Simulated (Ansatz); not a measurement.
Species: disilanyl(ethynyl)silane, C₂H₈Si₃ (charge 0, singlet). SMILES: C#C[SiH2][SiH2][SiH3]
Geometry from a B3LYP-D3(BJ)/def2-TZVP (Ansatz, a program for electronic structure) optimisation:
```xyz
13

C      1.3209     2.4505     1.1530
C      1.4700     1.4185     0.5468
Si     1.5991    -0.1700    -0.3454
Si    -0.3644    -1.3815     0.0718
Si    -2.2232    -0.0333    -0.3981
H      1.1973     3.3635     1.6849
H      1.7299     0.1073    -1.7951
H      2.8113    -0.8872     0.1139
H     -0.3893    -1.8045     1.4950
H     -0.3842    -2.6004    -0.7782
H     -3.4852    -0.7995    -0.2535
H     -2.1321     0.4717    -1.7898
H     -2.2545     1.1219     0.5288
```
Charge 0, spin multiplicity 1.

Property: vertical ionisation energy (to the doublet state of charge +1; each state is the SCF solution reached for its spin; the UHF <S^2> is 0.86 for the doublet (pure: 0.75)), in eV. Valence correlation only, unless marked. Open shells are spin-unrestricted. Spin-orbit coupling is left out. No relativistic terms. CBS marks a two-point X^-3 extrapolation of the correlation energy; Hartree-Fock from the larger set. The bracket is a focal-point correction in the basis named.

```
level               program  vertical ionisation energy (eV)
------------------  -------  -------------------------------
HF/aug-cc-pV(T+d)Z   Ansatz                             9.06
```

### Question
Predict the RI-MP2/CBS(aug-cc-pV(T+d)Z,aug-cc-pV(Q+d)Z)+[CCSD(T)-MP2]/aug-cc-pV(T+d)Z result (Ansatz).

### Answer
9.89 eV
